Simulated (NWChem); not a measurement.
System: CH3Cl2OSb; SMILES C[O][Sb]([Cl])[Cl]

Here is an NWChem input.

```
start job
memory heap 200 mb stack 900 mb global 1100 mb
geometry units angstroms
  Sb     0.106087     0.065587     0.630339
  Cl     1.717428     0.304322    -1.079425
  Cl    -1.569271     1.167455    -0.617874
  O     -0.441502    -1.751896     0.141903
  C     -0.724607    -2.113800    -1.184588
  H     -1.554848    -1.536558    -1.589865
  H      0.150072    -1.984294    -1.829287
  H     -0.998274    -3.168297    -1.160146
end
basis spherical
  * library def2-svp
end
ecp
  Sb library def2-ecp
end
dft
  xc pbe0
  iterations 150
end
driver
  maxiter 120
end
task dft optimize
```

NWChem printed, in part:

```
             Northwest Computational Chemistry Package (NWChem) 7.3.0
             --------------------------------------------------------

 C1  symmetry detected

                             Geometry "geometry" -> ""
                             -------------------------

 Output coordinates in angstroms (scale by  1.889725989 to convert to a.u.)

  No.       Tag          Charge          X              Y              Z
 ---- ---------------- ---------- -------------- -------------- --------------
    1 Sb                  51.0000     0.16827144    -0.00161286     0.70260288
    2 Cl                  17.0000     0.75048635    -1.71678970    -0.81262033
    3 Cl                  17.0000     0.76237331     1.71253525    -0.80991570
    4 O                    8.0000    -1.74460309     0.00698541     0.27539685
    5 C                    6.0000    -2.21261130     0.01136212    -1.04810248
    6 H                    1.0000    -1.88063722     0.89708988    -1.58850736
    7 H                    1.0000    -1.88680361    -0.88181502    -1.58991048
    8 H                    1.0000    -3.30052459     0.01525050    -0.98577658

 Effective nuclear repulsion energy (a.u.)     747.0220572594

                                Z-matrix (autoz)
                                --------

 Units are Angstrom for bonds and degrees for angles

[...]

      ----------------------
      Optimization converged
      ----------------------

  Step       Energy      Delta E   Gmax     Grms     Xrms     Xmax
  ---- ---------------- -------- -------- -------- -------- --------
@    4   -1275.06397885 -1.3D-06  0.00021  0.00006  0.00091  0.00169
                                     ok       ok       ok       ok

                                Z-matrix (autoz)
                                --------

 Units are Angstrom for bonds and degrees for angles

      Type          Name      I     J     K     L     M      Value     Gradient
      ----------- --------  ----- ----- ----- ----- ----- ---------- ----------
    1 Stretch                  1     2                       2.37930   -0.00014
    2 Stretch                  1     3                       2.37934   -0.00013
    3 Stretch                  1     4                       1.95940    0.00021
    4 Stretch                  4     5                       1.40830    0.00001
    5 Stretch                  5     6                       1.10385    0.00001
    6 Stretch                  5     7                       1.10386    0.00001
    7 Stretch                  5     8                       1.10088    0.00002
    8 Bend                     1     4     5               124.46845    0.00001
    9 Bend                     2     1     3                96.60652    0.00006
   10 Bend                     2     1     4                97.84925   -0.00005
   11 Bend                     3     1     4                97.84999   -0.00004
   12 Bend                     4     5     6               111.74489    0.00003
   13 Bend                     4     5     7               111.74208    0.00002
   14 Bend                     4     5     8               107.67727    0.00001
   15 Bend                     6     5     7               108.39333   -0.00003
   16 Bend                     6     5     8               108.59320   -0.00002
   17 Bend                     7     5     8               108.59924   -0.00002
   18 Torsion                  1     4     5     6         -60.78072   -0.00000
   19 Torsion                  1     4     5     7          60.87359    0.00000
   20 Torsion                  1     4     5     8        -179.95070    0.00000
   21 Torsion                  2     1     4     5         -48.93449   -0.00003
   22 Torsion                  3     1     4     5          48.89605    0.00002

                         Geometry "geometry" -> "geometry"
                         ---------------------------------

 Output coordinates in angstroms (scale by  1.889725989 to convert to a.u.)

  No.       Tag          Charge          X              Y              Z
 ---- ---------------- ---------- -------------- -------------- --------------
    1 Sb                  51.0000     0.18854280    -0.00099877     0.67666996
    2 Cl                  17.0000     0.83323090    -1.77896593    -0.76703193
    3 Cl                  17.0000     0.84665980     1.77416678    -0.76447899
    4 O                    8.0000    -1.72472169     0.00651629     0.25404491
    5 C                    6.0000    -2.25255342     0.00983772    -1.05159347
    6 H                    1.0000    -1.93850241     0.90412029    -1.61738489
    7 H                    1.0000    -1.94643547    -0.88638092    -1.61868096
    8 H                    1.0000    -3.35026922     0.01471012    -0.96837784

 Effective nuclear repulsion energy (a.u.)     738.6536484811

[...]
```

Level: PBE0/def2-SVP with def2 effective core potentials on Sb. No frequency run checked for a minimum. def2 effective core potentials on Sb; no spin-orbit coupling.
